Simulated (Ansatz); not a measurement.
Isolated molecules relaxed with PBE0-D4/def2-TZVP in Ansatz; ΔE leaves out vibrations. CBS: MP2 limit from def2 TZ/QZ plus the TZ coupled-cluster correction, frozen cores. This one scheme is used for every species. Functionals use def2-TZVPP. B3LYP here is the variant with VWN-RPA as its local correlation; programs differ in this. One conformer a species, not always the lowest.

Consider the silylene formation by 1,1-elimination: `O[Si](F)(S)S` → `O[Si]F` + `SS`.

Question: Is it downhill or uphill in electronic energy at CCSD(T)/CBS, and by how much? (An estimate is asked.)

Answer: Ansatz gave: Uphill: ΔE = +309.6 kJ/mol.

Question: What do these levels give: r2SCANh-D4, r2SCAN0-D4, ωB97X-V, PBE, revPBE, PBE0, B3LYP, HF/def2-SVP, CCSD/def2-SVP, MP2/def2-TZVPP, CCSD(T)/def2-TZVPP, MP2/CBS(def2)? (Estimate.)

Answer: Ansatz gave: r2SCANh-D4 329.8, r2SCAN0-D4 334.5, ωB97X-V 312.6, PBE 281.8, revPBE 265.5, PBE0 305.0, B3LYP 272.4, HF/def2-SVP 306.7, CCSD/def2-SVP 299.2, MP2/def2-TZVPP 326.4, CCSD(T)/def2-TZVPP 306.0, MP2/CBS(def2) 330.1 kJ/mol.

Largest T1 diagnostic among the species: 0.015.

Leaving LDA and LC-ωPBE aside and taking each functional with its dispersion term where it has one, the values, not all of them listed here, spread over 62.3 kJ/mol, from BLYP-D4 to r2SCAN0-D4. LDA lies +37.1 kJ/mol from PBE without D4. In def2-TZVPP, CCSD(T) changes the Hartree–Fock value by +5.4 kJ/mol (the triples alone add +1.9 kJ/mol) and MP2 by +25.8 kJ/mol.
